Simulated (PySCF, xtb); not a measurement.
BF2, SMILES F[B-]F (connectivity only; charge and spin as stated), charge -1, multiplicity 1.

GFN2-xTB (xtb) at its own geometry gives an orbital gap of 2.73 eV.

Coordinates come from a PBE0-D3(BJ)/def2-TZVPD optimisation.

Q: What does PBE0/def2-TZVPD (PySCF) give? (An estimate is asked for; the answer gives what the named calculation found.)

A: gap 3.87 eV (levels 0.57 and 4.43 eV).
